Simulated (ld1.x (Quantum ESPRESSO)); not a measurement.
## lithium: one change to an ultrasoft potential, before and after

Li (Z = 3), ultrasoft, made with ld1.x (Quantum ESPRESSO) 7.5 (LDA (PZ), scalar-relativistic). Core [He], reference 2s1 2p0. Waves: 2s (bound): rcut 2.65, rcutus 2.95 bohr; 2s channel at 0.1 Ry: rcut 2.65, rcutus 2.95 bohr; 2p (bound, empty): rcut 3.85, rcutus 4.50 bohr; 2p channel at 1.75 Ry: rcut 3.85, rcutus 4.50 bohr; 3d channel at 0.45 Ry: rcut 3.85, rcutus 4.60 bohr. Local part: all-electron potential smoothed inside 2.25 bohr (lloc = -1). Core correction: Bessel-smoothed model core, default radius (core density twice the valence density). Augmentation charge: PSQ, radius 2.75 bohr.

Change: local potential all-electron potential smoothed inside 5.42 bohr (lloc = -1).

Cutoffs: the cutoffs (Ry, on a coarse ladder) from which the occupation-weighted sum of valence levels, in a spherical-Bessel basis at the reference potential, stays within 10 and 1 mRy of its value at 400 Ry; they do not see the model core or the augmentation charge, which bear on the density cutoff. Errors are all-electron minus pseudo energies relative to the spin-unpolarised reference configuration.

Task: What does the change do?

Result: Both files are so soft that the ladder of cutoffs tells neither apart; the errors of the 4 common tests hardly move; neither file shows a bound ghost.

| quantity | base | changed |
| --- | --- | --- |
| cutoff, loose | 6 Ry | 6 Ry |
| cutoff, tight | 6 Ry | 6 Ry |
| bound ghosts | none | none |
| error for 2s0.5 2p0, meV [ΔE 2.04 eV] | -0.2 | -0.2 |
| error for 2s0 2p1, meV [ΔE 1.75 eV] | -0.1 | -0.2 |
| error for 2s1 2p0 (spin-polarised), meV [ΔE -0.23 eV] | -0.8 | -0.7 |
| error for 2s0.5 2p0 (spin-polarised), meV [ΔE 1.95 eV] | -0.7 | -0.7 |
| lowest overlap eigenvalue by channel | s 0.55, p 0.80, d 0.69 | s 0.76, p 0.81, d 1.00 |
